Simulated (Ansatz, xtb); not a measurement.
Ranking isomers of C4H7BO2

8 gas-phase structures of C4H7BO2, from a drawn sample of its isomers (lower ones may exist). Each was relaxed with GFN2-xTB; where two conformers were screened, the lower at r2SCAN-D4/def2-SVP//GFN2-xTB is listed:

A. `BC1(C=O)COC1`, a singlet
B. `B[C@@H]1CO[C@H]1C=O`, a singlet
C. `B[C@@H]1OC[C@@H]1C=O`, a singlet
D. `B[C@@H]1C[C@@H](C=O)O1`, a singlet
E. `B[C@@H]1CO[C@@H]1C=O`, a singlet
F. `B[C@@H]1OC[C@H]1C=O`, a singlet
G. `B[C@@]1(C=O)CCO1`, a singlet
H. `B[C@@H]1C[C@H](C=O)O1`, a singlet

Question: Make a reasoned guess at their ranking by r2SCAN-D4/def2-SVP//GFN2-xTB single-point energy.

Answer: Calculated order at r2SCAN-D4/def2-SVP//GFN2-xTB: G (0.0), A (2.6), B (3.4), D (6.4), H (6.5), E (8.0), F (8.2), C (8.6) kJ/mol. Less than 1 kcal/mol parts G and A; A and B; B and D; D and H; H and E; E and F; F and C, so the order within those pairs means little.

Energies above the lowest of each column, in kJ/mol; the last columns are at r2SCAN-D4/def2-SVP geometries and were run for some of them only (a dash: not run or not comparable):

```csv
structure,GFN2-xTB,HF/STO-3G,r2SCAN-D4/def2-SVP//GFN2-xTB,r2SCAN-D4/def2-SVP,CCSD(T)/def2-SVP + ΔMP2/def2-TZVPP
G,0.1,1.7,0.0,1.2,1.6
A,0.0,5.3,2.6,0.0,0.0
B,4.4,0.0,3.4,12.5,6.3
D,10.1,0.8,6.4,12.0,6.9
H,9.6,1.2,6.5,15.3,8.2
E,6.9,5.2,8.0,14.0,8.9
F,9.3,3.1,8.2,–,–
C,9.0,6.6,8.6,–,–
```

CCSD(T)/def2-SVP + ΔMP2/def2-TZVPP puts A lowest of those it was run on, with G within 1 kcal/mol; HF/STO-3G picks B. CCSD(T)/def2-SVP + ΔMP2/def2-TZVPP orders those it was run on as A (0.0), G (1.6), B (6.3), D (6.9), H (8.2), E (8.9) kJ/mol. Less than 1 kcal/mol parts A and G; B and D; D and H; H and E, so the order within those pairs means little. Flexible structures stand in one conformer each, not always the lowest. Frequencies (GFN2-xTB) were run for A, B, D, E, G, H alone. ΔMP2 is the change of the MP2 energy from the smaller to the larger basis.

Over these structures GFN2-xTB departs from r2SCAN-D4/def2-SVP//GFN2-xTB by 1.5 kJ/mol on average once a common shift is removed. A GFN2-xTB relaxation took about 0.18 s and the r2SCAN-D4/def2-SVP//GFN2-xTB energy about 3.3 s on a shared host (Ansatz 0.2.0, xtb 6.7.1).
